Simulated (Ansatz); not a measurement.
```
atom    x (Å)    y (Å)    z (Å)
   C  -0.0267  -0.4249  -0.0925
   O  -0.0146  -0.4268   1.1850
   N   0.0484   0.6680  -0.8578
   H   0.0499  -1.3602  -0.6420
   H  -0.0239   0.5722  -1.8969
   H  -0.0421   1.6132  -0.4096
```

Basis set: 6-31G* (spherical functions). Frozen core: 3 orbitals. Charge 0, multiplicity 1.

Computed with Ansatz (development build ahead of 0.2.0); each method stands on the lowest determinant of its kind that the runs found. Restricted open shells among the atoms or ions are ROHF, correlated in semicanonical orbitals with singles.

The atomization energy at this shape (free ground-state atoms in the same class of orbitals less the molecule, no zero-point energy) of singlet CH3NO:

```tsv
method	atomization energy
RHF	15.81 eV
```

Q: What does RHF-MP2 give?

A: 22.37 eV. Caution: the shape is not the minimum.
